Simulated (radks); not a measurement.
Problem. Pt2+, 76 electrons, occupied as [Xe] 4f14 5d8. Method: Dirac Kohn-Sham, BLYP, spin-unpolarised, spherical densities, point nucleus; open shells fill j = l - 1/2 first; computed with a radial shooting solver on a logarithmic mesh with Libxc functionals.

Spin-orbit splittings of the eigenvalues, e(l+1/2) - e(l-1/2), with zeta = 2 splitting/(2l+1) and mean radii in bohr:

| shell | occ. | splitting (eV) | zeta (eV) | <r> j=l-1/2 | <r> j=l+1/2 |
|---|---|---|---|---|---|
| 2p | 6 | 1730 | 1153 | 0.05906 | 0.06749 |
| 3p | 6 | 380.2 | 253.5 | 0.1768 | 0.1923 |
| 3d | 10 | 81.94 | 32.78 | 0.1676 | 0.1723 |
| 4p | 6 | 90.59 | 60.40 | 0.4179 | 0.4518 |
| 4d | 10 | ? | ? | 0.4618 | 0.4730 |
| 4f | 14 | 3.455 | 0.9871 | 0.5125 | 0.5199 |
| 5p | 6 | 15.07 | 10.05 | 1.032 | 1.130 |
| 5d | 8 | 1.495 | 0.5980 | 1.534 | 1.590 |

Estimate the 4d splitting.

Solution. 16.84 eV (zeta = 6.736 eV).
